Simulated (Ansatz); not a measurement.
Consider the formal exchange of groups at the Si–Si bond: `O[SiH2]N[SiH2][SiH3]` + `O[SiH](Cl)Br` → `O[Si]([SiH3])(Cl)Br` + `O[SiH2]N[SiH3]`.

Calculated with Ansatz (gas phase, PBE0-D4/def2-TZVP geometries, no zero-point term in ΔE). CCSD(T)/CBS adds triple-zeta CCSD(T) − MP2 to the extrapolated MP2 energy (def2 sets, frozen cores). Functionals use def2-TZVPP. B3LYP here is the variant with VWN-RPA as its local correlation; programs differ in this. For Br outer-core shells are correlated without core-valence functions, which leaves a few kJ/mol of doubt a bond. Scalar relativity is left out up to krypton. Each species was taken in one conformer, which may not be the lowest.

```
             level  ΔE (kJ/mol)  difference from CCSD(T)/CBS
            PBE-D4         -1.3                          0.6
           PBE0-D4         -0.3                          1.6
          B3LYP-D4         -4.3                         -2.4
           ωB97X-V         -1.5                          0.4
           ωB97M-V         -1.2                          0.7
            B2PLYP         -3.9                         -2.0
            r2SCAN         -1.0                          0.9
              PBE0         -0.6                          1.3
             B3LYP         -4.6                         -2.7
     HF/def2-TZVPP         -5.5                         -3.6
    MP2/def2-TZVPP         -2.8                         -0.9
SCS-MP2/def2-TZVPP         -3.5                         -1.6
CCSD(T)/def2-TZVPP         -0.9                          1.0
     HF/def2-QZVPP         -5.3                         -3.4
SCS-MP2/def2-QZVPP         -3.9                         -2.0
     MP2/CBS(def2)         -3.9                         -2.0
       CCSD(T)/CBS         -1.9                            0
```

Largest T1 diagnostic among the species: 0.012.
